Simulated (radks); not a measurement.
Q: Lu, configuration [Xe] 4f14 5d1 6s1.75 7s0.25 (fractional occupations, a model configuration). All-electron calculation, Dirac Kohn-Sham, BLYP, spin-unpolarised, spherical densities, point nucleus; open shells are shared between the two j in proportion to 2j + 1. Program: a radial shooting solver on a logarithmic mesh with Libxc functionals. Some entries of the table are withheld. Estimate them.

orbital,occ.,eigenvalue (hartree),<r> (bohr)
1s1/2,2,-2321.529,0.01932
2s1/2,2,-394.9538,0.08123
2p1/2,2,-376.9517,0.06740
2p3/2,4,-335.8665,0.07501
3s1/2,2,-89.51334,0.2121
3p1/2,2,(1),0.2020
3p3/2,4,(2),0.2162
3d3/2,4,-59.29712,0.1898
3d5/2,6,-57.38409,0.1942
4s1/2,2,-17.83254,0.4778
4p1/2,2,-14.59439,0.4849
4p3/2,4,-12.59899,0.5177
4d3/2,4,-7.27853,0.5409
4d5/2,6,-6.91434,0.5524
5s1/2,2,-2.26453,1.172
5p1/2,2,(3),1.317
5p3/2,4,(4),1.433
4f5/2,6,-0.40833,0.7167
4f7/2,8,-0.35237,0.7332
6s1/2,1.75,-0.19304,3.570
5d3/2,0.4,-0.09703,2.723
5d5/2,0.6,-0.08478,2.877
6p1/2,0,-0.07410,4.957
6p3/2,0,-0.06102,5.479
7s1/2,0.25,-0.02160,(5)

A: 
(1) 3p1/2 eigenvalue (hartree): -81.55640
(2) 3p3/2 eigenvalue (hartree): -72.79386
(3) 5p1/2 eigenvalue (hartree): -1.37055
(4) 5p3/2 eigenvalue (hartree): -1.11760
(5) 7s1/2 <r> (bohr): 12.00
